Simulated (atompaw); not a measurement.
# Scattering properties, PAW (atompaw) potential for Se (Z = 34)

selenium (Se), PAW, made with atompaw 4.2.0.5 (PBE, scalar-relativistic). Core [Ar] 3d10, reference 4s2 4p4. Waves: 4s (bound): rc 1.50 bohr; 4s channel at 3.15 Ry: rc 1.50 bohr; 4p (bound): rc 2.00 bohr; 4p channel at 1.9 Ry: rc 1.95 bohr; 4d channel at 0.45 Ry: rc 2.00 bohr; 4d channel at 0.95 Ry: rc 2.00 bohr. Local part: bessel scheme, radius 1.50 bohr. Core correction: smooth core density matched at 1.65 bohr. Augmentation charge: sinc compensation charge, radius 1.90 bohr; PAW radius 2.00 bohr; waves and projectors: custom polynom2 7 10 vanderbiltortho.

The phase is arctan(r·u′/u) with u = r·R(r), unwrapped; energies in Ry, scanned from -3 to 5 Ry. A pole is an energy at which the radial function vanishes at the test radius. The pseudo phase is shifted by a multiple of π to meet the all-electron one at the reference energy, and phase errors are pseudo minus all-electron; the curves can meet again beyond the range given. Levels narrower than the energy grid can be missing from the lists of poles.

```
channel  radius (bohr)  reference energy (Ry)  poles, all-electron  poles, pseudo  unbroken range about the reference energy with phases within 0.05 rad  phase error 1 Ry above the reference energy (rad)
      s           2.00                  -1.27                 0.83           0.83                                                        the whole range                                             -0.000
      p           2.00                  -0.48                 2.44           2.44                                                        the whole range                                             -0.000
      d           2.00                   0.45                 none           2.20                                                              below 2.0                                             -0.003
```

Phases in the d channel:

```json
{"E (Ry)": "-3.00", "all-electron": "1.317", "pseudo": "1.301"}
{"E (Ry)": "-2.52", "all-electron": "1.290", "pseudo": "1.281"}
{"E (Ry)": "-2.04", "all-electron": "1.260", "pseudo": "1.255"}
{"E (Ry)": "-1.56", "all-electron": "1.225", "pseudo": "1.222"}
{"E (Ry)": "-1.08", "all-electron": "1.180", "pseudo": "1.178"}
{"E (Ry)": "-0.60", "all-electron": "1.117", "pseudo": "1.116"}
{"E (Ry)": "-0.12", "all-electron": "1.023", "pseudo": "1.023"}
{"E (Ry)": "0.36", "all-electron": "0.869", "pseudo": "0.869"}
{"E (Ry)": "0.84", "all-electron": "0.588", "pseudo": "0.588"}
{"E (Ry)": "1.32", "all-electron": "0.064", "pseudo": "0.064"}
{"E (Ry)": "1.80", "all-electron": "-0.581", "pseudo": "-0.599"}
{"E (Ry)": "2.28", "all-electron": "-0.999", "pseudo": "-3.801"}
{"E (Ry)": "2.76", "all-electron": "-1.219", "pseudo": "-4.303"}
{"E (Ry)": "3.24", "all-electron": "-1.347", "pseudo": "-4.443"}
{"E (Ry)": "3.72", "all-electron": "-1.429", "pseudo": "-4.528"}
{"E (Ry)": "4.20", "all-electron": "-1.487", "pseudo": "-4.586"}
{"E (Ry)": "4.68", "all-electron": "-1.532", "pseudo": "-4.628"}
```
